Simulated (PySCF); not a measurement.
Atomic charges by several schemes

Compound: C₄H₁₂OSSi₂.
Atom-mapped SMILES: `[CH3:1][S:2][Si@@H:3]1[C@@H:4]([CH3:5])[C@@H:6]1[O:7][SiH3:8]` (hydrogens: H9, H10, H11 on C1; H12 on Si3; H13 on C4; H14, H15, H16 on C5; H17 on C6; H18, H19, H20 on Si8)

Cartesian coordinates in Å at the GFN2-xTB level; atoms count from 1:
```xyz
20
C4H12OSSi2 angstrom
C      1.986    2.324   -0.960
S      1.595    1.138   -2.296
Si     1.226   -0.640   -1.186
C     -0.560   -1.122   -0.802
C     -1.023   -2.550   -0.668
C      0.192   -0.514    0.395
O     -0.226    0.733    0.843
Si    -1.557    1.149    1.672
H      2.952    2.079   -0.531
H      1.206    2.290   -0.209
H      2.022    3.304   -1.425
H      2.270   -1.642   -1.265
H     -1.337   -0.461   -1.176
H     -1.873   -2.615    0.012
H     -0.224   -3.176   -0.277
H     -1.328   -2.948   -1.634
H      0.365   -1.206    1.217
H     -1.582    0.481    2.977
H     -2.786    0.804    0.954
H     -1.321    2.583    1.751
```

Density: PBE0/pcSseg-1 (PySCF); schemes: Mulliken, IAO, Hirshfeld and ESP-fitted. Isolated species at its GFN2-xTB geometry (one conformer only).

Problem. Do the Mulliken, IAO, Hirshfeld and ESP-fitted schemes agree on where the charge is lowest?

Solution. The schemes don't all agree: Mulliken O7 (-0.627); IAO O7 (-0.629); Hirshfeld O7 (-0.206); ESP-fitted C5 (-0.380).

Problem. Do the Mulliken, IAO, Hirshfeld and ESP-fitted schemes agree on where the charge is highest?

Solution. All schemes agree: Mulliken Si8 (+0.711); IAO Si8 (+0.873); Hirshfeld Si8 (+0.385); ESP-fitted Si8 (+0.550).

Problem. At which atom do the 4 schemes differ most?

Solution. At C4: from -0.507 (Mulliken) to +0.053 e (ESP-fitted), 0.560 e apart.

Problem. Tabulate the Mulliken, IAO, Hirshfeld and ESP-fitted charges.

Solution. In e:

```
atom                  environment  Mulliken     IAO  Hirshfeld  ESP-fitted
  C1              S-methyl carbon    -0.406  -0.491     -0.117      -0.286
  S2    sulfur bonded to C and Si    -0.286  -0.156     -0.090      -0.248
 Si3                  SiH silicon    +0.602  +0.671     +0.280      +0.241
  C4  sp3 carbon bound to silicon    -0.507  -0.368     -0.121      +0.053
  C5                methyl carbon    -0.179  -0.409     -0.117      -0.380
  C6   sp3 carbon bound to oxygen    -0.028  -0.156     -0.043      -0.304
  O7           silyl ether oxygen    -0.627  -0.629     -0.206      -0.230
 Si8         oxygen-bound silicon    +0.711  +0.873     +0.385      +0.550
  H9              methyl hydrogen    +0.150  +0.156     +0.044      +0.133
 H10              methyl hydrogen    +0.200  +0.173     +0.036      +0.089
 H11              methyl hydrogen    +0.152  +0.167     +0.051      +0.175
 H12                Si–H hydrogen    -0.040  -0.106     -0.065      -0.013
 H13             methine hydrogen    +0.160  +0.159     +0.041      +0.069
 H14              methyl hydrogen    +0.114  +0.139     +0.039      +0.119
 H15              methyl hydrogen    +0.102  +0.136     +0.041      +0.109
 H16              methyl hydrogen    +0.124  +0.149     +0.044      +0.097
 H17             methine hydrogen    +0.122  +0.134     +0.038      +0.177
 H18                Si–H hydrogen    -0.124  -0.155     -0.084      -0.125
 H19                Si–H hydrogen    -0.123  -0.155     -0.082      -0.106
 H20                Si–H hydrogen    -0.116  -0.130     -0.076      -0.119
```

Mean size of the charges over all atoms: IAO 0.276 e, Mulliken 0.244 e, ESP-fitted 0.181 e, Hirshfeld 0.100 e. Each set sums to the total charge, 0, to within 0.001 e. The Mulliken scheme counts on each atom the diagonal of the density matrix times the overlap matrix over that atom's basis functions.

Problem. How many electrons does the Mulliken scheme count on C5?

Solution. Z − q = 6 − (-0.179) = 6.179.

Problem. Sum the charges by element, for elements with more than one atom.

Solution. 
| element | atoms | Mulliken | IAO | Hirshfeld | ESP-fitted |
| --- | --- | --- | --- | --- | --- |
| C | 4 | -1.121 | -1.425 | -0.398 | -0.919 |
| Si | 2 | +1.313 | +1.544 | +0.665 | +0.791 |
| H | 12 | +0.720 | +0.667 | +0.028 | +0.606 |

Problem. How closely do the schemes follow one another over all atoms?

Solution. Correlation coefficient and root-mean-square difference: IAO with Hirshfeld 0.98, 0.222 e; Mulliken with IAO 0.97, 0.088 e; Mulliken with Hirshfeld 0.95, 0.194 e; IAO with ESP-fitted 0.87, 0.191 e; Hirshfeld with ESP-fitted 0.86, 0.126 e; Mulliken with ESP-fitted 0.79, 0.198 e.
